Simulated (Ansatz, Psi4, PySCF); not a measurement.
Cl2Pb, charge +1, doublet, at a GFN2-xTB geometry (such geometries of metal compounds can be far from the true shape) (a state made from the parent by changing its charge; the spin is typed, not shown lowest) (core potentials on Pb). Base run: BHANDHLYP/def2-SVPD in PySCF.

Input for PySCF:
```python
from pyscf import gto, scf, dft

mol = gto.M(
    atom='''
Pb    0.010156   -0.015659    0.634723
Cl    0.889491    1.051078   -1.520427
Cl   -0.938478   -0.975544   -1.541178
''',
    basis='def2-svpd',
    ecp={'Pb': 'def2-svpd'},
    charge=1,
    spin=1,
    verbose=4,
)

mf = dft.UKS(mol)
mf.xc = 'bhandhlyp'
mf.kernel()
```

The same geometry, method and basis name were run in Ansatz (a first-principles code) and Psi4 and PySCF, at each program's defaults and at the settings that a row names. The base is PySCF at its defaults. Differences at the defaults can come from grids, fitting, cores and function types together.

| code and settings | ΔE vs base (mEh) | basis functions | E (Eh) | SCF cycles |
|---|---|---|---|---|
| PySCF, defaults (exact integrals, its default grid, spherical functions) | 0.000 | 86 | -1112.62838 | 13 |
| Psi4, defaults (density fitting with its default set, its default grid, spherical functions) | 0.043 | 86 | -1112.62833 | 10 |
| Ansatz, defaults (factorised integrals, its default grid, spherical functions) | 0.002 | 86 | -1112.62837 | - |
| PySCF, density fitting with def2-universal-jkfit | 0.057 | 86 | -1112.62832 | 13 |
| PySCF, fine grid | 0.001 | 86 | -1112.62837 | 13 |
| Psi4, exact integrals, spherical functions, fine grid | 0.002 | 86 | -1112.62837 | 15 |
| Ansatz, high accuracy | 0.000 | 86 | -1112.62838 | - |

Open shells are given as the SCF converged; they aren't shown to be the lowest states, and a large step between rows can be another state.
